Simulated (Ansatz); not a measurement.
ClFH4OSi2, SMILES `O[Si](F)([SiH3])Cl`. Total charge 0; spin multiplicity 1.

| atom | x (Å) | y (Å) | z (Å) |
| --- | --- | --- | --- |
| O1 | -1.824 | 0.559 | -0.328 |
| Si2 | -0.598 | -0.506 | -0.318 |
| F3 | -0.413 | -1.137 | -1.770 |
| Si4 | 1.350 | 0.569 | 0.371 |
| Cl5 | -1.056 | -2.093 | 0.902 |
| H6 | -2.727 | 0.245 | -0.414 |
| H7 | 1.158 | 1.060 | 1.759 |
| H8 | 2.469 | -0.406 | 0.332 |
| H9 | 1.642 | 1.709 | -0.534 |

Task: What are the harmonic wavenumbers in cm⁻¹ at PBE0-D4/def2-TZVP (Ansatz, finite differences of forces, unscaled)? (An estimate is asked.)

Result: The calculation gave: 89, 108, 139, 191, 253, 269, 309, 441, 510, 524, 580, 798, 850, 902, 931, 935, 970, 2231, 2245, 2247, 3902.

Task: Is this a minimum?

Result: Yes, all 21 modes are real.

Task: Give the ideal-gas thermochemistry at 298.15 K and 1 bar (rigid rotor, harmonic oscillator; point group C1, symmetry number 1).

Result: Zero-point energy 116.2 kJ/mol; H(298) − E = 139.9 kJ/mol; entropy 371.8 J/(mol·K), of which translation 169.6, rotation 118.0, vibration 84.1; G(298) − E = 29.1 kJ/mol. Modes under 100 cm⁻¹ are hindered rotations or soft bends, so the harmonic entropy is rough.

Task: Rotational constants (cm⁻¹)?

Result: 0.09229, 0.05768, 0.04917.
